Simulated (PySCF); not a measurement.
A structure optimised at PBE0-D3(BJ)/def2-SVP, used in a PySCF frequency run:

```
C
H 1 1.1012
H 1 1.1012 2 110.81
C 1 1.4978 2 115.54 3 -133.86
H 4 1.0984 1 113.66 2 -177.41
H 4 1.0984 5 109.74 1 -128.51
H 4 1.1083 5 106.56 6 -115.00
Zn 1 2.0281 2 99.75 3 104.43
```
Charge +1, spin multiplicity 1.

Question: Write its SMILES, formula and point group.

Answer: C[CH2][Zn+], C2H5Zn, Cs

Question: What are its rotational constants (standard atomic weights)?

Answer: 30.837, 3.7346, 3.4819 GHz
